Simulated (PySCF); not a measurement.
## Working out the ionisation energy of Pd

Pd [Kr] 4d10 (1S) → Pd⁺ [Kr] 4d9 (2D). Calculation: PySCF 2.14, in def2-SVP with the def2 core potential (28 electrons) (5s3p2d1f, 31 functions); scalar relativity through the core potential. Frozen: 4s2 4p6. Energies in hartree (1 hartree = 27.21139 eV):

```json
{"part": "UHF", "Pd (lower)": "-127.000351", "Pd⁺ (upper)": "-126.769919"}
{"part": "MP2 opposite-spin", "Pd (lower)": "-0.139600", "Pd⁺ (upper)": "-0.101118"}
{"part": "MP2 same-spin", "Pd (lower)": "-0.083420", "Pd⁺ (upper)": "-0.062274"}
```

What does Hartree-Fock give?

(-126.769919) − (-127.000351) = 0.230432 hartree = 6.270 eV.

What do MP2 and SCS-MP2 (6/5 opposite-spin, 1/3 same-spin) give?

The opposite-spin parts differ by 1.047 eV and the same-spin parts by 0.575 eV. MP2: 6.270 + (1.047) + (0.575) = 7.892 eV. SCS-MP2: 6.270 + 1.2 × (1.047) + (0.575)/3 = 7.718 eV.

Measured between the centres of the two terms (NIST): 8.512 eV, so MP2 (valence) is off by -0.620 eV.

A double-zeta basis recovers only part of the correlation energy.

What remains against the reference includes basis incompleteness, the frozen core and correlation beyond second order.
